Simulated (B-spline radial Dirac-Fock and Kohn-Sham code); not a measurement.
**Dipole and non-dipole photoemission parameters of Cl 2p3/2**

System: atomic chlorine, [Ne] 3s2 3p5; threshold 200.0 eV (tabulated edge). Method: Dirac-Hartree-Slater photoionisation with a Latter tail; cross sections with all multipoles, angular parameters from the dipole term and its interference with E2. Computed with a radial finite-basis atomic code.

The run's input, task.json:

```json
{"items": [{
  "Z": 17,
  "q": 0,
  "cfg": [[1, 0, 2], [2, 0, 2], [2, 1, 6], [3, 0, 2], [3, 1, 5]],
  "A": 35,
  "rrms": 3.3654,
  "do": "xps",
  "hv": [69.0, 83.7, 89.0, 99.0, 99.3, 105.0, 192.0, 200, 294.0, 400, 600, 627.0, 800, 1253.6, 2100.0, 2160.0, 2190.0, 2420.0, 2480.0, 2730.0, 3400.0, 3570.0, 4000, 5414.7, 5920.0, 6600.0, 8560.0, 11900.0, 13600.0, 15000],
  "edges": {"K": 2822.0, "L1": 270.0, "L2": 202.0, "L3": 200.0}
}]}
```

Run with: `python xray2_run.py task.json out`

For linearly polarised light dσ/dΩ = σ/(4π) [1 + β P₂(cos θ) + (δ + γ cos²θ) sin θ cos φ], with θ from the polarisation vector and φ the angle between the beam and the projection of the electron momentum on the plane normal to the polarisation.

```csv
hν (eV),σ (kb),β,γ,δ
294,1500,1.273,-0.008,0.012
400,771,1.450,0.078,0.015
600,276,1.475,0.220,0.020
627,245,1.470,0.237,0.021
800,126,1.427,0.329,0.026
1253.6,34.2,1.285,0.501,0.040
2100,6.87,1.059,0.687,0.070
2160,?,?,?,?
2190,6.00,1.040,0.701,0.073
2420,4.33,0.992,0.735,0.082
2480,4.00,0.980,0.743,0.084
2730,2.91,0.933,0.774,0.093
3400,1.39,0.826,0.842,0.116
3570,1.18,0.803,0.856,0.122
4000,0.800,0.748,0.888,0.136
5414.7,0.277,0.610,0.969,0.180
5920,0.202,0.571,0.992,0.195
6600,0.136,0.526,1.019,0.214
8560,0.0529,0.424,1.082,0.264
11900,0.0155,0.310,1.164,0.339
13600,0.00938,0.268,1.198,0.373
15000,0.00646,0.238,1.222,0.399
```

Task: Give the values at 2160 eV.

Result: σ = 6.27 kb, β = 1.046, γ = 0.696, δ = 0.072.
